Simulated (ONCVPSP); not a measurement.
## Varying the ONCV potential for platinum

Base potential:

* Element: platinum (Pt)
* Generator: ONCVPSP 4.0.1
* Type: optimised norm-conserving Vanderbilt (ONCV)
* Functional: PBE
* Relativity: fully relativistic
* Frozen core: [Kr] 4d10 4f14
* Valence charge: 18
* Reference configuration: 5s2 5p6 5d9 6s1
* Partial waves: 5s+6s: rc 1.45 bohr, ncon 3, nbas 6, qcut 7.1 1/bohr, 2 projectors; 5p: rc 1.30 bohr, ncon 4, nbas 7, qcut 7.4 1/bohr, 2 projectors, debl 3.7 Ha; 5d: rc 1.55 bohr, ncon 4, nbas 7, qcut 6.4 1/bohr, 1 projector
* Local potential: polynomial inside 0.85 bohr (lpopt 5, dvloc0 4 Ha)
* Core correction: Teter function, fcfact 3.75, rcfact 1.4

Open shells are filled in proportion to 2j + 1.

All-electron outer shells of the reference configuration (PBE, scalar-relativistic, ld1.x):

```
shell  level (eV)  outermost node (bohr)  outermost maximum (bohr)
   5s     -101.82                   0.49                      0.87
   4f      -70.08                      –                      0.38
   5p      -56.02                   0.53                      0.98
   5d       -6.14                   0.57                      1.26
   6s       -5.66                   1.14                      2.38
```

Cutoffs, loose and tight: the cutoffs (Ha) at which the residual kinetic energy of the hardest occupied pseudo-wave falls to 1 and 0.1 mHa per electron. They do not see the model core or the augmentation charge, which bear on the density cutoff. Test errors are all-electron minus pseudo excitation energies from the reference, over the configurations 5s2 5p6 5d9 6s0; 5s2 5p6 5d8 6s0; 5s2 5p6 5d7 6s0; 5s2 5p6 5d10 6s0. A dash means not determined; rows that change the core or the reference have their own tests.

A true bound ghost makes a file unfit for plane-wave use even where its test errors are small: the radial tests pick states by their node count and pass the ghost by.

```csv
change,outcome,"cutoff, loose","cutoff, tight",bound ghosts,GHOST(+) flags above zero,largest test error (meV)
base,generated,44 Ha,86 Ha,s,"p3/2, p1/2",+14
s: rc 1.52,generated,44 Ha,86 Ha,s,"p3/2, p1/2",+14
s: rc 1.64,generated,44 Ha,86 Ha,s,"p3/2, p1/2",+14
s: rc 1.88,generated,44 Ha,86 Ha,s,"p3/2, p1/2",+13
s: rc 2.12,generated,44 Ha,86 Ha,s,"p3/2, p1/2",+13
```

**Question.** What comes out with this change to the base: s: rc 1.2?

**Answer.** outcome: generated; cutoff, loose: 44 Ha; cutoff, tight: 96 Ha; bound ghosts: s; GHOST(+) flags above zero: p3/2, p1/2; largest test error (meV): +15.

**Question.** What comes out with this change to the base: s: rc 1?

**Answer.** outcome: generated; bound ghosts: s; GHOST(+) flags above zero: p3/2, p1/2; largest test error (meV): +15.

Reading the sweep of the s radius (base included, trends over the rows without a ghost): Bound ghosts are found at 1, 1.2, 1.45, 1.52, 1.64, 1.88, 2.12 bohr. Every judged row has one, so this setting neither creates nor removes them.
